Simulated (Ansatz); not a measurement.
Energy difference 6 R1 → 6 P1 + P2, each structure at its B3LYP-D3(BJ)/def2-SVP stationary point, reached from a drawn start (curvature not checked).
P1, H2 (SMILES [H][H]) (charge 0, multiplicity 1):
```xyz
2

H      0.0000     0.0000     0.3804
H      0.0000     0.0000    -0.3804
```
R1, SiH4 (SMILES [SiH4]) (charge 0, multiplicity 1, Z-matrix in Å and degrees):
```
Si
H 1 1.4905
H 1 1.4905 2 109.47
H 1 1.4905 2 109.47 3 120.00
H 1 1.4905 2 109.47 3 -120.00
```
P2: H12Si6 (SMILES [SiH2]1[SiH2][SiH2][SiH2][SiH2][SiH2]1), charge 0, multiplicity 1.

P less R. No zero-point or thermal terms.

Cores are frozen in the correlated methods.

Run with Ansatz (a quantum-chemistry and plane-wave program) with Gaussian orbitals. Each number belongs to the level named beside it.

Total energies in hartree:

```
structure  PBE/def2-TZVPP  r2SCAN/def2-TZVPP  CCSD(T)/cc-pV(T+d)Z
---------  --------------  -----------------  -------------------
P1              -1.166089          -1.171062            -1.172125
R1            -291.721820        -291.854122          -291.439958
P2           -1743.320988       -1744.078119         -1741.573413
```

Task: Work out the reaction energy at each level in kcal/mol (1 hartree = 627.50947 kcal/mol), and say how far PBE/def2-TZVPP lies from CCSD(T)/cc-pV(T+d)Z.

Result: 
- PBE/def2-TZVPP: 6 × (-1.166089) + (-1743.320988) − 6 × (-291.721820) = 0.013398 hartree = 8.41 kcal/mol
- r2SCAN/def2-TZVPP: 6 × (-1.171062) + (-1744.078119) − 6 × (-291.854122) = 0.020241 hartree = 12.70 kcal/mol
- CCSD(T)/cc-pV(T+d)Z: 6 × (-1.172125) + (-1741.573413) − 6 × (-291.439958) = 0.033585 hartree = 21.07 kcal/mol
PBE/def2-TZVPP less CCSD(T)/cc-pV(T+d)Z: -12.66 kcal/mol. CCSD(T)/cc-pV(T+d)Z is the level counted from, the highest shown, and no exact or measured value.
